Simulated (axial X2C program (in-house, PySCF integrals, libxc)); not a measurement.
**How long does AsTe⁻ take?**

A bond scan computed with an axial X2C code built on PySCF integrals. Basis: Te dyall-acv3z [12s13p9d5f1g], As dyall-acv3z [10s10p7d5f1g] (cores contracted in-house).

The run was started with this input:
```json
{"zs": [52, 33], "q": -1, "bas": ["dyall-acv3z", "dyall-acv3z"], "levels": ["PBE0", "HF", "r2SCAN"], "cc": true, "r0": 2.42, "thr": -1.0, "nmax": 90, "npts": 10, "nst": 2, "ntry": 6}
```
```bash
python so2c.py task.json out
```

Keys: zs atomic numbers; q charge; bas basis sets; levels methods; cc coupled cluster on or off; r0 starting distance in Å; thr threshold in hartree for freezing inner shells (an s shell follows its p shell); nmax most natural virtual spinors; npts points on the curve; nst determinants followed; ntry starts of the search. HF also brings MP2.

Hardware: 1 thread of Intel(R) Xeon(R) 6975P-C (Granite Rapids), with other jobs on the host.

Wall time of one point of each curve, integrals apart:

```json
{"Hamiltonian": "spin-free", "level": "PBE0", "points": "10", "seconds a point": "1.2"}
{"Hamiltonian": "spin-free", "level": "HF", "points": "10", "seconds a point": "0.78"}
{"Hamiltonian": "spin-free", "level": "CCSD(T) (12 electrons, 89 virtuals)", "points": "7", "seconds a point": "7.2"}
{"Hamiltonian": "spin-free", "level": "r2SCAN", "points": "10", "seconds a point": "1.2"}
{"Hamiltonian": "2c", "level": "PBE0", "points": "10", "seconds a point": "1.7"}
{"Hamiltonian": "2c", "level": "HF", "points": "10", "seconds a point": "1.5"}
{"Hamiltonian": "2c", "level": "CCSD(T) (12 electrons, 90 virtuals)", "points": "7", "seconds a point": "8.7"}
{"Hamiltonian": "2c", "level": "r2SCAN", "points": "10", "seconds a point": "1.2"}
```

The rest:

Search with its distance optimisation 36 s, atoms 35 s, whole task 270 s. Coupled cluster runs on the points near the minimum only. The program drops outer points, and coupled cluster, when its time limit (not in the input) nears; MP2, further determinants and curves that did not converge are not in the table.
